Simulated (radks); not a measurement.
Results of a calculation; reference values are marked as such.
Q: These are the eigenvalues of the occupied orbitals of an atom or ion with whole-number occupations (hartree). Code: a radial shooting solver on a logarithmic mesh with Libxc functionals. Model: Dirac Kohn-Sham, PBE, spin-unpolarised, spherical densities, point nucleus.

orbital  eigenvalue
1s1/2     -3234.093
2s1/2     -578.6206
2p1/2     -555.6156
2p3/2     -475.1366
3s1/2     -139.5122
3p1/2     -129.1498
3p3/2     -111.1926
3d3/2     -94.19769
3d5/2     -90.37739
4s1/2     -32.22651
4p1/2     -27.74410
4p3/2     -23.34831
4d3/2     -16.05794
4d5/2     -15.23768
5s1/2      -6.09841
4f5/2      -5.80076
4f7/2      -5.61577
5p1/2      -4.56558
5p3/2      -3.73604
5d3/2      -1.60671
5d5/2      -1.50621
6s1/2      -1.08811
6p1/2      -0.75414

Which element is it, and in what charge state? The configuration may be excited. Open shells, if any, fill j = l - 1/2 first.

A: Z = 82, lead, charge +2: Pb2+ in [Xe] 4f14 5d9 6s2 6p1. The list shows which subshells hold electrons but not how many an open one holds; the 1s level, -3234.1 hartree, gives Z - s = 80.4 by -(Z - s)^2/2, which with screening and relativity narrows Z to a few neighbours, and the depths of the outer levels then fix element, charge and occupations together.
